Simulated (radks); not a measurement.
The numbers below are computed, except where a source is named.
Valence configurations of neutral mercury. Code: a radial shooting solver on a logarithmic mesh with Libxc functionals. Model: scalar-relativistic Kohn-Sham, r2SCAN, spin-polarised, spherical densities, finite nucleus; open shells are filled with parallel spins first (spin-orbit coupling, left out, can overturn this in heavy ions); meta-GGA in the generalised Kohn-Sham scheme; Fermi nuclear charge, rms radius 5.4648 fm. Energies are relative to [Hg]; eigenvalues in eV for spin up.

| valence | E (eV) | moment (Bohr magnetons) | e(4f) | e(5d) | e(6p) | e(6s) |
|---|---|---|---|---|---|---|
| [Hg] | 0.000 | 0 | -96.982 | -10.238 | - | -7.038 |
| [Xe] 4f14 5d9 6s2 6p1 | 10.499 | 2 | -102.79 | -15.130 | -2.705 | -9.980 |
| [Xe] 4f14 5d8 6s2 6p2 | 22.954 | 4 | -108.33 | -19.622 | -4.177 | -12.440 |
| [Xe] 4f14 5d10 6s1 6p1 | 5.449 | 2 | -98.961 | -12.358 | -2.510 | -9.294 |
| [Xe] 4f14 5d10 6p2 | 12.167 | 2 | -100.92 | -14.113 | -3.391 | - |
| [Xe] 4f14 5d9.5 6s2 6p0.5 | 5.001 | 1 | -99.961 | -12.783 | -1.830 | -8.589 |
| [Xe] 4f13 5d10 6s2 6p1 | 103.75 | 2 | -115.70 | -16.193 | -2.680 | -9.951 |
| [Xe] 4f13 5d9 6s2 6p2 | 118.13 | 4 | -121.46 | -20.875 | -4.179 | -12.485 |
| [Xe] 4f12 5d9.5 6s2 6p2.5 | 231.99 | 5 | -137.87 | -24.473 | -4.853 | -13.704 |
| [Xe] 4f12 5d10 6s2 6p2 | 222.97 | 4 | -134.92 | -22.120 | -4.180 | -12.521 |

NIST lists [Hg] as the ground configuration; this level of theory agrees among the configurations tried. The energies are those of spherical high-spin densities, not of single terms.
